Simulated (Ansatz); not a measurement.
System: AlS, net charge 0, doublet state. SMILES: [Al][S]
Geometry: optimised at B3LYP-D3(BJ)/def2-TZVP (Ansatz, a quantum-chemistry and plane-wave program).

Atomisation energy built up term by term with Ansatz (kcal/mol; UHF references for open shells; valence terms freeze the core; atomic spin-orbit terms are left out). CBS marks a two-point X^-3 extrapolation of the correlation energy; Hartree-Fock from the larger set (for Q and 5 zeta extrapolated as (X+1)exp(-9√X)).

```csv
term,basis,kcal/mol
Hartree-Fock,"CBS(cc-pV(Q+d)Z,cc-pV(5+d)Z)",?
CCSD correlation,"CBS(cc-pV(Q+d)Z,cc-pV(5+d)Z)",?
(T),"CBS(cc-pV(Q+d)Z,cc-pV(5+d)Z)",6.56
CCSDT - CCSD(T),cc-pV(D+d)Z,0.36
(Q),cc-pV(D+d)Z,0.61
core correlation,cc-pwCVTZ,-0.02
scalar relativity (X2C),cc-pVTZ-DK against cc-pVTZ,-0.39
sum: De,,?
```

What belongs in the gaps?


- Hartree-Fock, kcal/mol: 58.25
- CCSD correlation, kcal/mol: 33.49
- sum: De, kcal/mol: 98.9
